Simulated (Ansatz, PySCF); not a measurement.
TiF3, SMILES [F][Ti+]([F])[F], charge +1, multiplicity 1.

Coordinates come from a PBE0-D3(BJ)/def2-SVP optimisation. The spin state was assumed, not searched. The isomer is the one that the SMILES or the coordinates give; other isomers of the formula were not compared.

Vertical ionisation energy (IE) and electron affinity (EA) in eV. Rows of orbital energies are one-electron estimates. Where ΔSCF, EOM or ADC give a negative EA the extra electron is unbound and the value depends on the basis.

```tsv
level	IE	EA
−ε(HOMO), −ε(LUMO), B3LYP/def2-TZVPD (PySCF)	18.92	11.49
−ε(HOMO), −ε(LUMO), PBE/def2-TZVPD (PySCF)	17.16	11.94
ΔSCF, ωB97X-V/def2-SVPD (Ansatz), final states of multiplicity 2 and 2	[?]	[?]
ΔSCF, PBE/def2-SVPD (Ansatz), final states of multiplicity 2 and 2	21.39	8.31
```

Question: Some entries are withheld; supply them. (Estimate from the structure and the level; the computed values follow.)

Answer: 
- ΔSCF, ωB97X-V/def2-SVPD (Ansatz, a quantum-chemistry and plane-wave program), final states of multiplicity 2 and 2, IE: 22.42
- ΔSCF, ωB97X-V/def2-SVPD (Ansatz), final states of multiplicity 2 and 2, EA: 8.90

Question: What vertical singlet–triplet gap does ΔSCF give with ωB97X-V/def2-SVPD (Ansatz) and with PBE/def2-SVPD (Ansatz)? (An estimate is asked for; the answer gives what the named calculation found.)

Answer: 6.05 and 5.67 eV (triplet above singlet where positive).
